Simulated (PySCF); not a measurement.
Geometry:
```json
{"atom": "C1", "x (Å)": "1.826", "y (Å)": "-1.118", "z (Å)": "0.420"}
{"atom": "O2", "x (Å)": "0.571", "y (Å)": "-0.583", "z (Å)": "0.208"}
{"atom": "Al3", "x (Å)": "-0.129", "y (Å)": "1.007", "z (Å)": "0.289"}
{"atom": "N4", "x (Å)": "-1.918", "y (Å)": "0.343", "z (Å)": "-0.446"}
{"atom": "H5", "x (Å)": "2.617", "y (Å)": "-0.623", "z (Å)": "-0.182"}
{"atom": "H6", "x (Å)": "1.846", "y (Å)": "-2.190", "z (Å)": "0.145"}
{"atom": "H7", "x (Å)": "2.146", "y (Å)": "-1.058", "z (Å)": "1.480"}
{"atom": "H8", "x (Å)": "0.321", "y (Å)": "2.063", "z (Å)": "-0.834"}
{"atom": "H9", "x (Å)": "-0.564", "y (Å)": "1.551", "z (Å)": "1.735"}
{"atom": "H10", "x (Å)": "-1.759", "y (Å)": "-0.094", "z (Å)": "-1.356"}
{"atom": "H11", "x (Å)": "-2.639", "y (Å)": "1.056", "z (Å)": "-0.557"}
{"atom": "H12", "x (Å)": "-2.280", "y (Å)": "-0.382", "z (Å)": "0.175"}
```

Geometry: PBE0-D3(BJ)/def2-SVP; GIAO absolute shieldings from PySCF 2.14.0 with density-fitted response routines, gas phase, non-relativistic, averaged over equivalent atoms.

At PBE0/6-31G* (76 basis functions, 5.6 s wall time on 1 thread of an Arm Neoverse V1, shared host):
```csv
atoms,σ (ppm)
C1,143.2
O2,323.3
Al3,489.7
N4,239.3
H8/H9,27.23
H5/H6/H7,28.36
H10/H11/H12,30.68
```

Problem. Estimate the result of repeating the calculation with PBE0/cc-pVDZ.

Solution. 
```json
{"atoms": "C1", "σ at PBE0/cc-pVDZ": "146.6", "change": "+3.4"}
{"atoms": "O2", "σ at PBE0/cc-pVDZ": "325.2", "change": "+1.9"}
{"atoms": "Al3", "σ at PBE0/cc-pVDZ": "496.4", "change": "+6.7"}
{"atoms": "N4", "σ at PBE0/cc-pVDZ": "242.2", "change": "+2.9"}
{"atoms": "H8/H9", "σ at PBE0/cc-pVDZ": "27.08", "change": "-0.15"}
{"atoms": "H5/H6/H7", "σ at PBE0/cc-pVDZ": "27.66", "change": "-0.70"}
{"atoms": "H10/H11/H12", "σ at PBE0/cc-pVDZ": "29.68", "change": "-1.00"}
```

The largest change is at Al3 (aluminium bonded to N, O, 2 H). Cost: 100 basis functions, 7.2 s wall time on 1 thread of an Arm Neoverse V1, shared host.
